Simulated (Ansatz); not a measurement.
Ansatz (a quantum-chemistry and plane-wave program) input (B3LYP-D3(BJ)/def2-TZVP):

Ansatz 0.2 input:
```yaml
crystal:
  periodic: [false, false, false]
  atoms:
    - {symbol: C, position_ang: [-0.24165686, -0.11720339, -0.28621578]}
    - {symbol: S, position_ang: [-0.20875403, -0.09517629, 1.27703405]}
    - {symbol: H, position_ang: [0.52245113, 0.17781028, -0.98400921]}
basis:
  gaussian:
    orbitals: def2-TZVP
hamiltonian:
  xc: b3lyp
  dispersion: d3bj
magnetization: {spin_polarized: true, initial_magnetization: 1}
relax: {f_tol: 0.002, max_steps: 150}
```

Output:

```
Functional definition: B3LYP
integrals: 0.01 GiB planned
495 factors; their error is unknown
mean field: 0.19 GiB planned
mean field evaluation 1: about -11881.5568 eV, gradient 3.4e1 eV
mean field evaluation 2: about -11865.4767 eV, gradient 5.9e1 eV
mean field evaluation 4: about -11887.3506 eV, gradient 2.6e0 eV
mean field evaluation 8: about -11887.3982 eV, gradient 1.5e-1 eV
mean field evaluation 16: about -11887.3985 eV, gradient 1.3e-4 eV
mean field -11887.39846432 eV, -436.8538359955 hartree, gradient 1.7e-5 eV, S^2 0.756065; 1 other end points of the search recorded, 0 dependent functions left out
the calculation of the forces begins
reference -11887.39864377 eV, -436.8538425904 hartree; 12, 11 occupied and 62, 63 virtual orbitals, 495 factors
relax step   1: F+E_penalty+E_count = -11887.46587116 eV  Δ(F+E_penalty+E_count) = +0.000e0 eV  max|allowed force component| = 6.431e-1 eV/Å  Δτ_max = 0.0000 Å  (44 SCF iters, accepted)
these checks for a lower state are left out or cut short: starts, cluster_reference, orbital_swaps, neighbouring_geometries, increment
integrals: 0.01 GiB planned
495 factors; their error is unknown
mean field: 0.19 GiB planned
mean field evaluation 32: about -11887.4041 eV, gradient 1.3e-5 eV
mean field -11887.40407782 eV, -436.8540422879 hartree, gradient 1.3e-5 eV, S^2 0.756049; 0 other end points of the search recorded, 0 dependent functions left out
the calculation of the forces begins
reference -11887.40425791 eV, -436.8540489061 hartree; 12, 11 occupied and 62, 63 virtual orbitals, 495 factors
relax step   2: F+E_penalty+E_count = -11887.47143471 eV  Δ(F+E_penalty+E_count) = -5.564e-3 eV  max|allowed force component| = 2.995e-1 eV/Å  Δτ_max = 0.0100 Å  (40 SCF iters, accepted)
these checks for a lower state are left out or cut short: starts, cluster_reference, orbital_swaps, neighbouring_geometries, increment
integrals: 0.01 GiB planned
495 factors; their error is unknown
mean field: 0.19 GiB planned
mean field -11887.40664704 eV, -436.8541367052 hartree, gradient 1.4e-5 eV, S^2 0.756031; 0 other end points of the search recorded, 0 dependent functions left out
the calculation of the forces begins
reference -11887.40682756 eV, -436.8541433390 hartree; 12, 11 occupied and 62, 63 virtual orbitals, 495 factors
relax step   3: F+E_penalty+E_count = -11887.47394859 eV  Δ(F+E_penalty+E_count) = -2.514e-3 eV  max|allowed force component| = 1.064e-1 eV/Å  Δτ_max = 0.0111 Å  (41 SCF iters, accepted)
these checks for a lower state are left out or cut short: starts, cluster_reference, orbital_swaps, neighbouring_geometries, increment
integrals: 0.01 GiB planned
495 factors; their error is unknown
mean field: 0.19 GiB planned
mean field -11887.40718363 eV, -436.8541564244 hartree, gradient 1.2e-5 eV, S^2 0.756056; 0 other end points of the search recorded, 0 dependent functions left out
the calculation of the forces begins
reference -11887.40736409 eV, -436.8541630561 hartree; 12, 11 occupied and 62, 63 virtual orbitals, 495 factors
relax step   4: F+E_penalty+E_count = -11887.47445391 eV  Δ(F+E_penalty+E_count) = -5.053e-4 eV  max|allowed force component| = 5.163e-2 eV/Å  Δτ_max = 0.0081 Å  (40 SCF iters, accepted)
these checks for a lower state are left out or cut short: starts, cluster_reference, orbital_swaps, neighbouring_geometries, increment
integrals: 0.01 GiB planned
495 factors; their error is unknown
mean field: 0.19 GiB planned
mean field -11887.40716655 eV, -436.8541557969 hartree, gradient 2.6e-5 eV, S^2 0.756029; 0 other end points of the search recorded, 0 dependent functions left out
the calculation of the forces begins
reference -11887.40734698 eV, -436.8541624274 hartree; 12, 11 occupied and 62, 63 virtual orbitals, 495 factors
relax step   5: F+E_penalty+E_count = -11887.47444833 eV  Δ(F+E_penalty+E_count) = +5.587e-6 eV  max|allowed force component| = 5.445e-2 eV/Å  Δτ_max = 0.0016 Å  (40 SCF iters, rejected (line search))
these checks for a lower state are left out or cut short: starts, cluster_reference, orbital_swaps, neighbouring_geometries, increment
integrals: 0.01 GiB planned
495 factors; their error is unknown
mean field: 0.19 GiB planned
mean field evaluation 64: about -11887.4072 eV, gradient 1.9e-5 eV
mean field -11887.40720590 eV, -436.8541572427 hartree, gradient 1.9e-5 eV, S^2 0.756043; 0 other end points of the search recorded, 0 dependent functions left out
the calculation of the forces begins
reference -11887.40738635 eV, -436.8541638742 hartree; 12, 11 occupied and 62, 63 virtual orbitals, 495 factors
relax step   6: F+E_penalty+E_count = -11887.47448189 eV  Δ(F+E_penalty+E_count) = -2.797e-5 eV  max|allowed force component| = 2.202e-3 eV/Å  Δτ_max = 0.0008 Å  (31 SCF iters, accepted)
these checks for a lower state are left out or cut short: starts, cluster_reference, orbital_swaps, neighbouring_geometries, increment
integrals: 0.01 GiB planned
495 factors; their error is unknown
mean field: 0.19 GiB planned
mean field -11887.40720567 eV, -436.8541572342 hartree, gradient 2.1e-5 eV, S^2 0.756042; 0 other end points of the search recorded, 0 dependent functions left out
the calculation of the forces begins
reference -11887.40738612 eV, -436.8541638657 hartree; 12, 11 occupied and 62, 63 virtual orbitals, 495 factors
relax step   7: F+E_penalty+E_count = -11887.47448194 eV  Δ(F+E_penalty+E_count) = -5.267e-8 eV  max|allowed force component| = 8.834e-6 eV/Å  Δτ_max = 0.0000 Å  (24 SCF iters, accepted)
integrals: 0.01 GiB planned
495 factors; their error is unknown
mean field: 0.19 GiB planned
mean field -11887.40720567 eV, -436.8541572342 hartree, gradient 2.2e-5 eV, S^2 0.756042; 2 other end points of the search recorded, 0 dependent functions left out
the calculation of the forces begins
reference -11887.40738612 eV, -436.8541638657 hartree; 12, 11 occupied and 62, 63 virtual orbitals, 495 factors
Total energy: -11887.47466239 eV, -436.8566362232 hartree
Atom 0 at    -0.225595    -0.110823    -0.270247 Å, force    -0.000002    -0.000001    -0.000009 eV/Å
Atom 1 at    -0.222239    -0.100399     1.286550 Å, force     0.000002     0.000001     0.000005 eV/Å
Atom 2 at     0.519874     0.176652    -1.009495 Å, force    -0.000000    -0.000000     0.000003 eV/Å
Dipole moment:     0.188419     0.073340    -0.070684 e Å
```

It need not be the lowest isomer of its formula.
